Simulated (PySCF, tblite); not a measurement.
C2H10SSi2.
Numbering: `[CH3:1][S:2][SiH2:3][CH2:4][SiH3:5]` (hydrogens: H6, H7, H8 on C1; H9, H10 on Si3; H11, H12 on C4; H13, H14, H15 on Si5)

Computed with GFN2-xTB (tblite), gas phase: Langevin dynamics at 300 K from the optimised GFN2-xTB geometry, time step 0.5 fs, friction 0.01 fs⁻¹, 2000 steps. Over the second half of the run the saved frames average 324 K.

Frame at 250 fs, instantaneous temperature 266 K:
```
atom  x, y, z in Å
C1      2.719    0.519   -0.226
S2      1.218    0.524    0.761
Si3    -0.067   -0.627   -0.488
C4     -1.740   -0.565    0.477
Si5    -2.802    0.682   -0.423
H6      3.444    1.271    0.243
H7      2.432    0.733   -1.257
H8      3.192   -0.402   -0.197
H9      0.525   -1.968   -0.543
H10     0.039   -0.159   -1.938
H11    -2.367   -1.553    0.413
H12    -1.502   -0.369    1.517
H13    -2.060    1.882   -0.474
H14    -4.134    0.898    0.022
H15    -2.925    0.395   -1.856
```

Frame at 425 fs, instantaneous temperature 334 K:
```
atom  x, y, z in Å
C1      2.859    0.337   -0.029
S2      1.265    0.645    0.840
Si3    -0.010   -0.582   -0.374
C4     -1.779   -0.633    0.406
Si5    -2.756    0.939   -0.205
H6      3.669    0.454    0.764
H7      3.055    1.033   -0.846
H8      2.878   -0.701   -0.320
H9      0.778   -1.902   -0.525
H10    -0.287   -0.289   -1.800
H11    -2.254   -1.575    0.008
H12    -1.914   -0.635    1.491
H13    -1.990    2.207   -0.363
H14    -3.766    1.149    0.935
H15    -3.430    0.708   -1.493
```

Frame at 625 fs, instantaneous temperature 300 K:
```
atom  x, y, z in Å
C1      2.455    0.987   -0.049
S2      0.961    0.932    0.925
Si3    -0.237   -0.332   -0.487
C4     -1.955   -0.226    0.277
Si5    -2.888    1.373   -0.124
H6      3.270    1.467    0.579
H7      2.314    1.616   -0.956
H8      2.766    0.009   -0.400
H9      0.113   -1.765   -0.355
H10     0.211    0.138   -1.773
H11    -2.573   -1.117   -0.031
H12    -1.981   -0.292    1.322
H13    -2.361    2.258   -1.106
H14    -2.906    2.056    1.142
H15    -4.290    1.144   -0.536
```

Frame at 800 fs, instantaneous temperature 287 K:
```
atom  x, y, z in Å
C1      2.419   -0.179    0.921
S2      0.733    0.548    1.328
Si3    -0.290   -0.347   -0.225
C4     -2.134    0.185   -0.149
Si5    -2.839    1.943   -0.315
H6      3.143    0.356    1.568
H7      2.677    0.114   -0.079
H8      2.437   -1.288    1.077
H9     -0.027   -1.722   -0.051
H10     0.332   -0.096   -1.507
H11    -2.561   -0.405   -0.934
H12    -2.550   -0.241    0.780
H13    -2.697    2.406   -1.697
H14    -2.151    2.911    0.614
H15    -4.232    2.142    0.115
```

Frame at 1000 fs, instantaneous temperature 245 K:
```
atom  x, y, z in Å
C1      2.426   -0.143    1.390
S2      0.567   -0.070    1.589
Si3    -0.213   -0.263   -0.388
C4     -1.784    0.638   -0.572
Si5    -1.525    2.538   -0.200
H6      2.790   -0.750    2.291
H7      2.833    0.840    1.345
H8      2.693   -0.816    0.530
H9     -0.531   -1.686   -0.523
H10     0.782    0.231   -1.355
H11    -2.042    0.501   -1.619
H12    -2.692    0.187   -0.060
H13    -2.705    3.319   -0.736
H14    -0.288    3.120   -0.817
H15    -1.693    2.621    1.207
```

Problem. What do single points at PBE0/pcSseg-1 (PySCF, gas phase) give on these frames?

Solution. 
```
t (fs)  GFN2-xTB E above start (eV)  DFT E above lowest frame (eV)  HOMO (eV)  LUMO (eV)  dipole (D)
   250                         0.58                           0.22      -6.78      -0.03        1.12
   425                         0.51                           0.00      -7.01      -0.09        1.35
   625                         0.47                           0.17      -6.63      -0.32        1.99
   800                         0.41                           0.00      -6.90       0.03        1.82
  1000                         0.55                           0.08      -6.78       0.01        1.69
```

The two levels order the frames differently by energy; measured from each level's lowest frame they differ by 0.11 eV at most. The HOMO–LUMO gap runs from 6.31 to 6.93 eV. These are instantaneous structures, not minima.

Problem. And the isotropic GIAO shieldings (ppm) from the same runs?

Solution. 
| atom | 250 fs | 425 fs | 625 fs | 800 fs | 1000 fs | mean | range |
| --- | --- | --- | --- | --- | --- | --- | --- |
| C1 | 172.3 | 166.1 | 169.0 | 164.2 | 164.6 | 167.2 | 8.1 |
| S2 | 726.8 | 697.8 | 701.8 | 719.0 | 709.0 | 710.9 | 29.0 |
| Si3 | 365.2 | 358.4 | 356.9 | 375.0 | 367.8 | 364.7 | 18.1 |
| C4 | 196.7 | 192.2 | 203.9 | 202.2 | 193.6 | 197.7 | 11.7 |
| Si5 | 427.6 | 416.0 | 426.5 | 425.7 | 423.2 | 423.8 | 11.6 |
| H6 | 28.3 | 28.2 | 28.5 | 28.8 | 28.1 | 28.4 | 0.7 |
| H7 | 29.6 | 29.2 | 29.0 | 30.0 | 29.4 | 29.4 | 1.0 |
| H8 | 30.9 | 29.8 | 29.9 | 28.8 | 28.8 | 29.6 | 2.1 |
| H9 | 26.6 | 25.9 | 26.4 | 27.4 | 26.2 | 26.5 | 1.5 |
| H10 | 26.4 | 26.7 | 27.1 | 27.3 | 26.9 | 26.9 | 0.9 |
| H11 | 29.5 | 30.5 | 30.8 | 32.5 | 31.8 | 31.0 | 3.0 |
| H12 | 31.4 | 30.9 | 32.3 | 31.4 | 30.1 | 31.2 | 2.2 |
| H13 | 28.4 | 27.3 | 28.5 | 27.7 | 27.1 | 27.8 | 1.4 |
| H14 | 28.2 | 26.6 | 28.0 | 27.1 | 27.3 | 27.4 | 1.6 |
| H15 | 27.9 | 27.5 | 27.6 | 27.5 | 27.8 | 27.7 | 0.4 |

The cost below is that of the whole dynamics run. The run took about 40 s of CPU time (one thread, shared machine).
